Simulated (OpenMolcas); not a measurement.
Os6+ among 6 point charges of -1.7 e arranged as an octahedron (Oh), 1.82 Å from the ion.
```
   1.8200    0.0000    0.0000  -1.70
   0.0000    1.8200    0.0000  -1.70
  -1.8200    0.0000    0.0000  -1.70
   0.0000   -1.8200    0.0000  -1.70
   0.0000    0.0000    1.8200  -1.70
   0.0000    0.0000   -1.8200  -1.70
```

* Program: OpenMolcas
* Method: CASSCF
* Basis: ANO-RCC-VDZP [7s6p4d2f1g]
* Scalar Hamiltonian: DKH2, point nucleus
* Active space: 2 electrons in 5 orbitals (5d)
* State averaging: 2S+1 = 3 even, 10 roots; 2S+1 = 1 even, 15 roots
* Spin-orbit coupling: state interaction with AMFI integrals over the reference wave functions

Task: What is the spin-free ground state (labels of O, the rotations of Oh)?

Result: 3T1, 3-fold in its orbital part, 96 % from free-ion F terms; it has the highest spin that d2 allows.

Task: Where is the first state of the same spin?

Result: 3T2 at 9840 cm-1 above the ground state.

Task: What are the lowest two levels with spin-orbit coupling?

Result: A 2-fold level E, then a 3-fold level T2 1369 cm-1 above it. Their leading multiplicities are 3 (93 %) and 3 (89 %).

Task: What is χT at 300 K, and how does it compare with the textbook value?

Result: The lowest level has 2S+1 = 3, for which the spin-only value is χT = S(S+1) / 2 = 1.000 cm3 K/mol (g = 2). The computed 0.056 at 300 K differs by -0.944, through orbital momentum, spin-orbit coupling and any other state in reach. With a threefold ground state the orbital momentum is unquenched, so the spin-only value is not expected to hold.

Task: Which ligand-field parameters describe the states?

Result: A least-squares ligand-field fit to the states below 45000 cm-1, each weighted by its degeneracy and with a free common offset, gives 10Dq = 11314 cm-1, B = 927 cm-1 and C = 3833 cm-1 (C/B = 4.14), with an rms deviation of 80 cm-1. 

An orbital triplet at a regular site is open to Jahn-Teller coupling, which can distort the site and quench the lowest spin-orbit gaps and is left out. Without dynamic correlation the repulsion within the d shell is too large (B by tens of per cent), so at a given field states of lower spin stand too high. This field is weak: 10Dq is about 11314 cm-1, while octahedral complexes of 5d ions of charge 3 and more, computed by the same method with explicit ligands, had a median near 35000 cm-1. Ground spin and moment need not be those of a real site. This is an electrostatic model: the charges have no orbitals. No measured value stands beside these numbers.
